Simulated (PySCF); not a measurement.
C6H4Cl, SMILES c1[c]ccc(Cl)c1, multiplicity 2.

Coordinates come from a PBE0-D3(BJ)/def2-SVP optimisation. The isomer is the one that the SMILES or the coordinates give; other isomers of the formula were not compared.

Two levels are set side by side: PBE/def2-TZVP (PySCF) and r2SCAN/def2-TZVP (PySCF). Same geometry, gas phase. Differences are taken from unrounded values.

```tsv
quantity	r2SCAN
α-spin orbital gap (eV)	4.90
β-spin orbital gap (eV)	3.50
dipole moment (D)	0.80
mean polarisability (bohr³)	77.0
```

What does PBE give, and how far is it from r2SCAN? (The exact figures need the calculation; the answer reports its results.)


| quantity | PBE | PBE minus r2SCAN |
|---|---|---|
| α-spin orbital gap (eV) | 4.19 | -0.71 |
| β-spin orbital gap (eV) | 2.61 | -0.89 |
| dipole moment (D) | 0.63 | -0.17 |
| mean polarisability (bohr³) | 78.4 | 1.3 |

Rough cost on one machine, each run with all the roots and properties that it gave: r2SCAN against PBE about 2 times.
